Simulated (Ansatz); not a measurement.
Species: C$_{6}$H$_{11}$, charge 0, multiplicity 2. It need not be the lowest isomer of its formula. 
Coordinates optimised at B3LYP-D3(BJ)/def2-TZVP (Ansatz, a quantum-chemistry and plane-wave program):
```xyz
17

C      2.6624    -0.1389    -0.7672
C      1.2132     0.1745    -0.8018
C      0.4679    -0.2795     0.4857
C     -0.9985     0.0619     0.4743
C     -1.5048     0.9752     1.2991
C     -1.8543    -0.6756    -0.5164
H      3.3780     0.5718    -0.3770
H      3.0176    -1.1362    -0.9907
H      0.7464    -0.3134    -1.6623
H      1.0556     1.2500    -0.9176
H      0.5938    -1.3622     0.5906
H      0.9477     0.1837     1.3493
H     -2.5583     1.2273     1.2903
H     -0.8818     1.4991     2.0137
H     -2.9039    -0.3992    -0.4212
H     -1.7674    -1.7569    -0.3729
H     -1.5426    -0.4697    -1.5437
```
Charge 0, spin multiplicity 2.

Dipole moments at this geometry, in debye (magnitudes).

```
level                 program  dipole (D)
--------------------  -------  ----------
SVWN5/def2-TZVPD       Ansatz        0.47
PBE/def2-TZVPD         Ansatz        0.43
r2SCAN/def2-TZVPD      Ansatz        0.44
B97M-V/def2-TZVPD      Ansatz        0.43
B3LYP/def2-TZVPD       Ansatz         ___
PBE0/def2-TZVPD        Ansatz        0.41
HSE06/def2-TZVPD       Ansatz        0.41
CAM-B3LYP/def2-TZVPD   Ansatz        0.41
wB97M-V/def2-TZVPD     Ansatz        0.40
CCSD(T)/aug-cc-pVDZ    Ansatz         ___
```

### Question
What belongs in the gaps?

### Answer

- B3LYP/def2-TZVPD, dipole (D): 0.41
- CCSD(T)/aug-cc-pVDZ, dipole (D): 0.34
